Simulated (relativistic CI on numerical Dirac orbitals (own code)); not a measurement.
# Zr²⁺: 3d photoemission

Computed with this model: Dirac-Coulomb-Breit CI, KLI orbitals optimised for each configuration, model QED, valence Slater integrals scaled by 0.8, multiplet model of photoemission in the sudden approximation; configurations [Kr] 4d2 → [Ar] 3d9 4s2 4p6 4d2; 300 K; Lorentzian 0.3 eV and Gaussian 0.5 eV FWHM. Energies are those of the free ion, without screening or charge transfer. The energies are binding energies and can lie tens of eV above those of solids. S is read from ⟨S²⟩ = S(S + 1).

Field parameters in Wybourne normalisation: D3d B²₀ = −7Dσ, B⁴₀ = −14Dq − 21Dτ, B⁴₃ = −14√(10/7) Dq. The field is a parameter set, without covalency.

free ion: ground-state S = 1.00, centroid 205.36 eV. Peaks (eV, height): 204.2 (100), 206.6 (60).

D3d, 10Dq = 22450, Dσ = -1200, Dτ = -370 cm⁻¹: ground-state S = 1.00, centroid 205.43 eV. Peaks (eV, height): 204.3 (100), 206.7 (66).

Strongest unbroadened transitions for free ion:

| Energy (eV) | Relative strength |
| --- | --- |
| 203.89 | 34.2 |
| 203.90 | 26.5 |
| 203.94 | 17.3 |
| 203.99 | 7.3 |
| 204.15 | 7.9 |
| 204.19 | 100.0 |
| 204.33 | 60.1 |
| 204.36 | 26.4 |
| 204.61 | 11.9 |
| 205.98 | 7.7 |
| 206.19 | 9.1 |
| 206.43 | 18.6 |
| 206.50 | 67.7 |
| 206.58 | 5.7 |
| 206.63 | 17.0 |
| 206.77 | 36.7 |
| 206.95 | 9.9 |
| 212.78 | 11.5 |
